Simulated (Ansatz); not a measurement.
`C[Si](F)(F)Cl`, 8 atoms. Total charge 0; spin multiplicity 1. All runs use 4 threads of a server CPU on a shared host. Correlated methods freeze the cores.

Task: Give the basis size and wall time and peak host memory of each of these runs in Ansatz. RKS PBE0-D4/def2-TZVP frequencies; RKS PBE0-D4/def2-QZVPP energy; RKS ωB97M-V/def2-QZVPP energy; RHF-MP2/def2-QZVPP energy; RKS PBE0-D4/def2-SVP energy; RKS PBE-D4/def2-TZVPP energy and forces; RKS PBE-QIDH (frozen core)/def2-TZVPP energy; direct RPA on PBE orbitals/def2-TZVPP energy; RKS B2PLYP (frozen core)/def2-TZVPP energy; RKS PBE0-D4/def2-TZVP relaxation (6 steps); RKS ωB97M-V/def2-SVP energy; RHF-CCSD(T)/def2-TZVPP energy. (Estimate.)

Result: The calculation gave: Other jobs shared the machine, so times are rough.

```
                                level                   job  functions  wall time  peak host memory (GiB)
                 RKS PBE0-D4/def2-SVP                energy         93      0.5 s                    0.19
                RKS PBE-D4/def2-TZVPP     energy and forces        219      1.3 s                    0.29
                 RKS ωB97M-V/def2-SVP                energy         93      1.6 s                    0.28
direct RPA on PBE orbitals/def2-TZVPP                energy        219      1.9 s                    0.46
  RKS B2PLYP (frozen core)/def2-TZVPP                energy        219      2.1 s                    0.53
RKS PBE-QIDH (frozen core)/def2-TZVPP                energy        219      2.2 s                    0.53
               RKS PBE0-D4/def2-QZVPP                energy        401      3.1 s                     1.3
               RKS ωB97M-V/def2-QZVPP                energy        401        7 s                     1.6
                   RHF-MP2/def2-QZVPP                energy        401      7.5 s                     1.9
                RKS PBE0-D4/def2-TZVP  relaxation (6 steps)        185       11 s                    0.48
               RHF-CCSD(T)/def2-TZVPP                energy        219       22 s                     3.7
                RKS PBE0-D4/def2-TZVP           frequencies        185       56 s                    0.49
```
